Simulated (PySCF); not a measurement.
In(H)(vinyl)2 (C₄H₇In), SMILES C=[CH][InH][CH]=C.

Geometry optimised at B3LYP-D3(BJ)/def2-SVP. The structure was generated by enumeration; whether it is a known compound was not checked. The def2 effective core potentials stand for the cores of In; spin–orbit coupling is left out. The values are those of a single conformer.

Level of theory: PySCF 2.14.0 with TDA-B3LYP/def2-SVPD.

Vertical excitations.  State labels are in the subgroup C2v.

| state | symmetry | energy (eV) | λ (nm) | f | main pairs |
|---|---|---|---|---|---|
| S1 | A2 | 4.22 | 294 | 0.000 | HOMO→LUMO 99 % |
| S2 | B1 | 4.55 | 272 | 0.000 | HOMO−1→LUMO 99 % |
| S3 | B2 | 5.15 | 241 | 0.202 | HOMO−2→LUMO 93 % |
| S4 | A1 | 5.37 | 231 | 0.001 | HOMO−3→LUMO 92 % |
| S5 | B1 | 5.96 | 208 | 0.004 | HOMO→LUMO+1 93 % |
| S6 | A2 | 6.18 | 201 | 0.000 | HOMO→LUMO+3 56 %, HOMO−1→LUMO+1 40 % |
| S7 | B2 | 6.51 | 191 | 0.205 | HOMO→LUMO+2 89 % |
| S8 | A2 | 6.58 | 188 | 0.000 | HOMO−2→LUMO+2 93 % |
| S9 | A2 | 6.63 | 187 | 0.000 | HOMO−1→LUMO+1 59 %, HOMO→LUMO+3 39 % |
| S10 | B1 | 6.78 | 183 | 0.041 | HOMO−3→LUMO+2 77 %, HOMO−1→LUMO+3 15 % |
| T1 | B2 | 3.91 | 317 | 0 | HOMO−2→LUMO 75 %, HOMO−3→LUMO+1 17 % |
| T2 | A2 | 3.92 | 316 | 0 | HOMO→LUMO 98 % |
| T3 | A1 | 4.03 | 307 | 0 | HOMO−3→LUMO 68 %, HOMO−2→LUMO+1 24 % |
| T4 | B1 | 4.24 | 292 | 0 | HOMO−1→LUMO 96 % |
Triplets are in the Tamm–Dancoff approximation.
